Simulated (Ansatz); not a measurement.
Cr3⁻, relaxed as a doublet with UKS r2SCAN-D4/def2-TZVPD in Ansatz, starting from the GFN1-xTB geometry. Force threshold 0.02 eV/Å.

The charge -1 doublet is spin-contaminated (final ⟨S²⟩ up to 7.81, 0.75 for a pure state). The highest occupied level of the charge -1 doublet lies above zero (up to 0.51 eV). Its loss leaves the charge 0 singlet, which lies 9.84 eV higher (vertical, at r2SCAN-D4/def2-TZVPD), but this difference is unsure: the singlet is doubtful (geometry relaxed on an unsound state). The relaxation made no stability test and no search for a lower SCF solution. At r2SCAN-D4/def2-TZVPD a sextet of charge -1 lies 2.29 eV below the doublet, each at its own geometry. That sextet is doubtful there (⟨S²⟩ 14.23, where a pure state has 8.75). The structure comes from a short search, and lower isomers may exist.

Start:

Cartesian coordinates in Å:
```
Cr -0.112 0.961 0.866
Cr -0.941 -0.199 -0.872
Cr 1.052 -0.762 0.007
```

```csv
step,energy (eV),largest force component (eV/Å),SCF passes
1,-85259.3826,2.579,156
2,-85259.6922,1.805,66
3,-85260.0618,0.156,70
4,-85260.0710,0.036,49
5,-85260.0714,0.005,54
6,-85260.0714,0.000,33
```

Force components are those of the run's own axes.

End:

Cartesian coordinates in Å:
```
Cr -0.120 1.122 1.019
Cr -1.107 -0.240 -1.031
Cr 1.226 -0.883 0.012
```

By distances, no bond broke or formed. The bond that changes most is Cr1–Cr2, from 2.25 to 2.65 Å (atoms count from 1).

The force fell under the threshold at step 5, but the optimiser went on. No frequencies were taken in this run, so the end may be a saddle point.

Run time 20 s (4 threads of Intel Xeon 6975P-C on a shared host).
